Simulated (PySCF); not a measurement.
**SnH₃: umbrella curve**

These are results of UPBE0/[Sn def2-TZVP with ECP28, H def2-TZVP], scalar-relativistic core potentials, density fitting, no spin–orbit coupling, PySCF, not measurements.

Rigid scan from the doublet minimum (Sn–H 1.715 Å (×3); H–Sn–H 109.7° (×3)). Coordinate: angle between each bond and the threefold axis, bonds fixed. Energies in kJ/mol from the minimum.

(1) Predict the curve at 55, 60, 65, 70, 75, 80, 85, 90.

Answers

(1) 
```json
{"angle of the bonds to the threefold axis (°)": "55", "E (kJ/mol)": "56.6", "dipole size (D)": "1.51", "⟨S²⟩": "0.75"}
{"angle of the bonds to the threefold axis (°)": "60", "E (kJ/mol)": "25.3", "dipole size (D)": "1.14", "⟨S²⟩": "0.75"}
{"angle of the bonds to the threefold axis (°)": "65", "E (kJ/mol)": "6.9", "dipole size (D)": "0.74", "⟨S²⟩": "0.75"}
{"angle of the bonds to the threefold axis (°)": "70", "E (kJ/mol)": "0.1", "dipole size (D)": "0.35", "⟨S²⟩": "0.75"}
{"angle of the bonds to the threefold axis (°)": "75", "E (kJ/mol)": "3.4", "dipole size (D)": "0.00", "⟨S²⟩": "0.75"}
{"angle of the bonds to the threefold axis (°)": "80", "E (kJ/mol)": "13.8", "dipole size (D)": "0.24", "⟨S²⟩": "0.75"}
{"angle of the bonds to the threefold axis (°)": "85", "E (kJ/mol)": "25.8", "dipole size (D)": "0.25", "⟨S²⟩": "0.75"}
{"angle of the bonds to the threefold axis (°)": "90", "E (kJ/mol)": "31.3", "dipole size (D)": "0.00", "⟨S²⟩": "0.76"}
```

With the bonds held, the planar shape lies 31.3 kJ/mol from the minimum.

With an element this heavy the missing spin–orbit coupling can shift these numbers.

Other isomers or separated fragments may lie lower.

The scan took 7.6 s on 2 threads of a shared AMD EPYC 9R14 (Zen 4) host; the process peaked at 0.83 GiB. Launch command: `OMP_NUM_THREADS=2 python axn.py task.json out`.
